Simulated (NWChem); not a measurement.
System: TiOClF; SMILES [O]=[Ti]([F])[Cl]

Parts of the log:

```
             Northwest Computational Chemistry Package (NWChem) 7.3.0
             --------------------------------------------------------

 C1  symmetry detected

                             Geometry "geometry" -> ""
                             -------------------------

 Output coordinates in angstroms (scale by  1.889725989 to convert to a.u.)

  No.       Tag          Charge          X              Y              Z
 ---- ---------------- ---------- -------------- -------------- --------------
    1 Ti                  22.0000     0.06889549    -0.39243807     0.09451597
    2 O                    8.0000     1.52868631    -0.95175415    -0.09501830
    3 F                    9.0000    -1.17571219    -1.62721983    -0.08037307
    4 Cl                  17.0000    -0.18610480     1.81721466    -0.03504985

 Effective nuclear repulsion energy (a.u.)     265.7894070227

  pbe96 is a nonlocal functional; adding pw91lda local functional.

                                 NWChem DFT Module
                                 -----------------

 Summary of "ao basis" -> "ao basis" (spherical)
 ------------------------------------------------------------------------------
       Tag                 Description            Shells   Functions and Types
 ---------------- ------------------------------  ------  ---------------------
 Ti                         def2-svp                11       31   5s3p2d1f
 O                          def2-svp                 6       14   3s2p1d
 F                          def2-svp                 6       14   3s2p1d
 Cl                         def2-svp                 8       18   4s3p1d

            General Information
            -------------------
          SCF calculation type: DFT
          Wavefunction type:  closed shell.
          No. of atoms     :     4
          No. of electrons :    56
           Alpha electrons :    28
            Beta electrons :    28
          Charge           :     0
          Spin multiplicity:     1
          Use of symmetry is: off; symmetry adaption is: off
          Maximum number of iterations: 150
          AO basis - number of functions:    77
                     number of shells:    31
          Convergence on energy requested:  1.00D-06
          Convergence on density requested:  1.00D-05
          Convergence on gradient requested:  5.00D-04

              XC Information
              --------------
          PerdewBurkeErnzerhof Exchange Functional  1.000
            Perdew 1991 LDA Correlation Functional  1.000 local
           PerdewBurkeErnz. Correlation Functional  1.000 non-local

             Grid Information
             ----------------
          Grid used for XC integration:  medium
          Radial quadrature: Mura-Knowles
          Angular quadrature: Lebedev.
          Tag              B.-S. Rad. Rad. Pts. Rad. Cut. Ang. Pts.
          ---              ---------- --------- --------- ---------
          Ti                  1.40      112          10.0       590
          O                   0.60       49           9.0       434
          F                   0.50       49           9.0       434
          Cl                  1.00       88           9.0       590
          Grid pruning is: on
          Number of quadrature shells:   298
          Spatial weights used:  Erf1

      Superposition of Atomic Density Guess
      -------------------------------------

 Sum of atomic energies:       -1481.56573103

      Non-variational initial energy
      ------------------------------

 Total energy =   -1481.382410
 1-e energy   =   -2568.621897
 2-e energy   =     821.450080
 HOMO         =      -0.458996
 LUMO         =      -0.084766

   convergence    iter        energy       DeltaE   RMS-Dens  Diis-err
 ---------------- ----- ----------------- --------- --------- ---------
 d= 0,ls=0.0,diis     1  -1483.2618285046 -1.75D+03  7.09D-02  4.27D+00
 d= 0,ls=0.0,diis     2  -1461.2545299854  2.20D+01  5.03D-02  1.34D+02
 d= 0,ls=0.0,diis     3  -1478.9137097985 -1.77D+01  2.83D-02  5.51D+01
 d= 0,ls=0.0,diis     4  -1481.3943127639 -2.48D+00  2.30D-02  3.43D+01
 d= 0,ls=0.0,diis     5  -1479.7447080942  1.65D+00  7.61D-04  4.95D+01
 d= 0,ls=0.0,diis     6  -1479.8769779537 -1.32D-01  1.33D-02  4.81D+01
 d= 0,ls=0.0,diis     7  -1481.7774860063 -1.90D+00  1.86D-02  2.64D+01
 d= 0,ls=0.0,diis     8  -1482.8950845141 -1.12D+00  7.96D-03  1.28D+01
 d= 0,ls=0.0,diis     9  -1483.6400066478 -7.45D-01  6.26D-03  3.69D+00
 d= 0,ls=0.0,diis    10  -1483.9329865204 -2.93D-01  2.63D-03  3.19D-01
  Resetting Diis
 d= 0,ls=0.0,diis    11  -1483.9612300540 -2.82D-02  1.16D-03  1.05D-02
 d= 0,ls=0.0,diis    12  -1483.9624259294 -1.20D-03  2.00D-03  2.95D-03
 d= 0,ls=0.0,diis    13  -1483.9511302603  1.13D-02  1.64D-03  1.19D-01
 d= 0,ls=0.0,diis    14  -1483.9627045352 -1.16D-02  1.77D-04  2.22D-04
 d= 0,ls=0.0,diis    15  -1483.9627397328 -3.52D-05  3.31D-05  2.26D-05
 d= 0,ls=0.0,diis    16  -1483.9627414295 -1.70D-06  1.20D-05  5.69D-06
 d= 0,ls=0.0,diis    17  -1483.9627418979 -4.68D-07  5.16D-06  8.70D-07

         Total DFT energy =    -1483.962741897893
      One electron energy =    -2572.346780626835
           Coulomb energy =      911.466249574721
    Exchange-Corr. energy =      -88.871617868475
 Nuclear repulsion energy =      265.789407022695

 Numeric. integr. density =       55.999996608461

                       DFT Final Molecular Orbital Analysis
                       ------------------------------------

 Vector   26  Occ=2.000000D+00  E=-2.997677D-01
              MO Center=  7.3D-01, -5.0D-01, -7.5D-02, r^2= 3.0D+00
   Bfn.  Coefficient  Atom+Function         Bfn.  Coefficient  Atom+Function
  ----- ------------  ---------------      ----- ------------  ---------------
    36      0.479236  2 O  py                39      0.323676  2 O  py
    50      0.240304  3 F  py                53     -0.181111  3 F  py
    71     -0.171094  4 Cl py                 9     -0.169480  1 Ti px
    19      0.167416  1 Ti d  2              72     -0.146185  4 Cl pz
    70      0.137501  4 Cl px                68     -0.131981  4 Cl py

 Vector   27  Occ=2.000000D+00  E=-2.960648D-01
              MO Center= -6.6D-02,  1.4D+00, -2.1D-02, r^2= 2.1D+00
   Bfn.  Coefficient  Atom+Function         Bfn.  Coefficient  Atom+Function
  ----- ------------  ---------------      ----- ------------  ---------------
    72      0.565937  4 Cl pz                69      0.419799  4 Cl pz
    66      0.246720  4 Cl pz                70      0.135292  4 Cl px
    14      0.120943  1 Ti pz                16      0.117508  1 Ti d -1
    36      0.108188  2 O  py                37      0.107133  2 O  pz
    67      0.101799  4 Cl px                11     -0.089635  1 Ti pz

 Vector   28  Occ=2.000000D+00  E=-2.769440D-01
              MO Center=  1.6D-01,  1.2D+00, -4.2D-02, r^2= 2.8D+00
   Bfn.  Coefficient  Atom+Function         Bfn.  Coefficient  Atom+Function
  ----- ------------  ---------------      ----- ------------  ---------------
    70      0.549988  4 Cl px                67      0.401648  4 Cl px
    35     -0.244216  2 O  px                64      0.235253  4 Cl px
    36     -0.174568  2 O  py                38     -0.170801  2 O  px
    71      0.138852  4 Cl py                39     -0.122865  2 O  py
    68      0.103924  4 Cl py                 9     -0.087762  1 Ti px

 Vector   29  Occ=0.000000D+00  E=-1.598775D-01
              MO Center=  5.8D-02, -4.1D-01,  2.0D-01, r^2= 1.6D+00
   Bfn.  Coefficient  Atom+Function         Bfn.  Coefficient  Atom+Function
  ----- ------------  ---------------      ----- ------------  ---------------
    17      0.642728  1 Ti d  0               4      0.506635  1 Ti s
    22      0.314327  1 Ti d  0               3     -0.308864  1 Ti s
    19      0.156549  1 Ti d  2              38     -0.110050  2 O  px
    52      0.094690  3 F  px                35     -0.093982  2 O  px
    49     -0.090762  3 F  px                14      0.076264  1 Ti pz

 Vector   30  Occ=0.000000D+00  E=-1.426321D-01
              MO Center= -8.2D-04, -2.5D-01,  1.1D-01, r^2= 1.4D+00
   Bfn.  Coefficient  Atom+Function         Bfn.  Coefficient  Atom+Function
  ----- ------------  ---------------      ----- ------------  ---------------
    16      0.745904  1 Ti d -1              21      0.323130  1 Ti d -1
    72     -0.224826  4 Cl pz                18     -0.207161  1 Ti d  1
    51     -0.179266  3 F  pz                69     -0.149442  4 Cl pz
    54      0.141776  3 F  pz                66     -0.084754  4 Cl pz
    23     -0.081489  1 Ti d  1              13      0.065866  1 Ti py

 Vector   31  Occ=0.000000D+00  E=-9.793200D-02
              MO Center=  2.2D-01, -4.6D-01,  9.3D-02, r^2= 1.5D+00
   Bfn.  Coefficient  Atom+Function         Bfn.  Coefficient  Atom+Function
  ----- ------------  ---------------      ----- ------------  ---------------
    18      0.706062  1 Ti d  1              37      0.306446  2 O  pz
    23      0.299171  1 Ti d  1              40      0.277002  2 O  pz
    14      0.208503  1 Ti pz                16      0.160496  1 Ti d -1
    51      0.130673  3 F  pz                72     -0.113846  4 Cl pz
    54     -0.109965  3 F  pz                11     -0.107784  1 Ti pz

     Multipole analysis of the density
     ---------------------------------

     L   x y z        total         alpha         beta         nuclear
     -   - - -        -----         -----         ----         -------
     0   0 0 0     -0.000000    -28.000000    -28.000000     56.000000

     1   1 0 0     -0.326500     -0.163250     -0.163250     -0.000000
     1   0 1 0     -0.096006     -0.048003     -0.048003      0.000000
     1   0 0 1      0.474843      0.237422      0.237422      0.000000

     2   2 0 0    -31.787238    -72.725263    -72.725263    113.663288
     2   1 1 0      0.178875      1.455865      1.455865     -2.732855
     2   1 0 1      0.185380      0.195210      0.195210     -0.205040
     2   0 2 0    -33.007499   -178.280159   -178.280159    323.552819
     2   0 1 1     -0.624925     -0.315560     -0.315560      0.006195
     2   0 0 2    -24.798733    -13.020343    -13.020343      1.241954

                                 NWChem DFT Module
                                 -----------------

            General Information
            -------------------
          SCF calculation type: DFT
          Wavefunction type:  spin polarized.
          No. of atoms     :     4
          No. of electrons :    55
           Alpha electrons :    28
            Beta electrons :    27
          Charge           :     1
          Spin multiplicity:     2
          Use of symmetry is: off; symmetry adaption is: off
          Maximum number of iterations: 150
          AO basis - number of functions:    77
                     number of shells:    31
          Convergence on energy requested:  1.00D-06
          Convergence on density requested:  1.00D-05
          Convergence on gradient requested:  5.00D-04

              XC Information
              --------------
          PerdewBurkeErnzerhof Exchange Functional  1.000
            Perdew 1991 LDA Correlation Functional  1.000 local
           PerdewBurkeErnz. Correlation Functional  1.000 non-local

             Grid Information
             ----------------
          Grid used for XC integration:  medium
          Radial quadrature: Mura-Knowles
          Angular quadrature: Lebedev.
          Tag              B.-S. Rad. Rad. Pts. Rad. Cut. Ang. Pts.
          ---              ---------- --------- --------- ---------
          Ti                  1.40      112          10.0       590
          O                   0.60       49           9.0       434
          F                   0.50       49           9.0       434
          Cl                  1.00       88           9.0       590
          Grid pruning is: on
          Number of quadrature shells:   298
          Spatial weights used:  Erf1

      Superposition of Atomic Density Guess
      -------------------------------------

 Sum of atomic energies:       -1481.56573103

 Renormalizing density from      56.00 to     55

      Non-variational initial energy
      ------------------------------

 Total energy =   -1464.589723
 1-e energy   =   -2522.753649
 2-e energy   =     792.374519
 HOMO         =      -0.772976
 LUMO         =      -0.396822

[...]
```

Level: PBE/def2-SVP, vertical spin-unrestricted ions. The geometry was optimised at PBE0/def2-SVP.

Problem. Reconstruct the input file.

Solution. This is not unique; one that fits is the input that was run:
```
start job
memory heap 200 mb stack 900 mb global 1100 mb
geometry units angstroms noautoz
  Ti     0.037025    -0.340687     0.002418
  O      1.440013    -0.988158    -0.301149
  F     -1.303497    -1.468207    -0.187371
  Cl    -0.057816     1.885169     0.033206
end
basis spherical
  * library def2-svp
end
dft
  xc xpbe96 cpbe96
  iterations 150
  vectors input atomic output neutral.movecs
end
task dft energy
charge 1
dft
  odft
  mult 2
  vectors input atomic output cation.movecs
end
task dft energy
```
